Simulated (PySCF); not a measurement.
Geometries of 2 isomers of C4H5ClSi, from PBE0-D3(BJ)/def2-SVP geometry optimisation, gas phase in PySCF 2.14.0. One conformer each, no zero-point energy, no frequencies.

Problem. Which is lower in electronic energy at this level?
A.
```xyz
11
angstrom
Si    -2.040    0.545    0.452
C     -0.661   -0.703    0.219
C      0.610   -0.348    0.171
C      1.824    0.033    0.127
C      3.087    0.404    0.074
Cl     3.605    2.045    0.212
H     -2.805    0.234    1.698
H     -2.991    0.471   -0.700
H     -1.454    1.913    0.543
H     -0.906   -1.769    0.119
H      3.912   -0.301   -0.064
```
B.
```xyz
11
angstrom
Cl     1.286   -0.010   -0.109
C     -0.433   -0.138   -0.256
C     -1.111   -1.302   -0.265
Si    -2.913   -0.834   -0.451
C     -2.530    1.003   -0.498
C     -1.195    1.128   -0.379
H     -0.617   -2.270   -0.183
H     -3.766   -1.236    0.707
H     -3.541   -1.351   -1.705
H     -3.190    1.867   -0.591
H     -0.649    2.077   -0.367
```

Solution. B. That is `C1C(Cl)=C[SiH2]C=1`, 45.3 kcal/mol below the other.

| SMILES | atoms numbered as above | E (Eh) | relative (kcal/mol) | relative (kJ/mol) | dipole (D) |
| --- | --- | --- | --- | --- | --- |
| ClC1=C[SiH2]C=C1 | [Cl:1][C:2]1=[CH:3][SiH2:4][CH:5]=[CH:6]1 | -904.28943 | 0.0 | 0.0 | 1.11 |
| [SiH3]C=C=C=CCl | [SiH3:1][CH:2]=[C:3]=[C:4]=[CH:5][Cl:6] | -904.21723 | 45.3 | 189.6 | 1.24 |

As drawn, the higher has cumulated double bonds, which the lower lacks.
